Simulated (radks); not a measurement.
The numbers below are computed, except where a source is named.
Coulomb parameter of the 4f shell of neutral europium in the model configuration [Xe] 4f5.5 5d1.5 6s2, as a second difference U = [E(n + 0.25) + E(n - 0.25) - 2 E(n)] / (0.25)^2 with all orbitals relaxed. "Bare": the charge of the atom changes with n. "Screened": the 5d shell takes up the change at fixed total charge, which measures U(4f,4f) + U(5d,5d) - 2 U(4f,5d). Code: a radial shooting solver on a logarithmic mesh with Libxc functionals. Model: scalar-relativistic Kohn-Sham, PBEsol, spin-unpolarised, spherical densities, point nucleus.

\begin{tabular}{lrr}
case & configuration & E - E(n) (eV) \\ \hline
start & [Xe] 4f5.5 5d1.5 6s2 & 0.000 \\
bare +0.25 & [Xe] 4f5.75 5d1.5 6s2 & -2.470 \\
bare -0.25 & [Xe] 4f5.25 5d1.5 6s2 & 3.350 \\
screened +0.25 & [Xe] 4f5.75 5d1.25 6s2 & -1.934 \\
screened -0.25 & [Xe] 4f5.25 5d1.75 6s2 & 2.274 \\
\end{tabular}

U(bare) = 14.078 eV, U(screened by 5d) = 5.443 eV, against the Slater integral F0(4f,4f) = 29.335 eV with frozen orbitals. The step up makes a negative ion, whose loosely bound charge lowers the bare value.
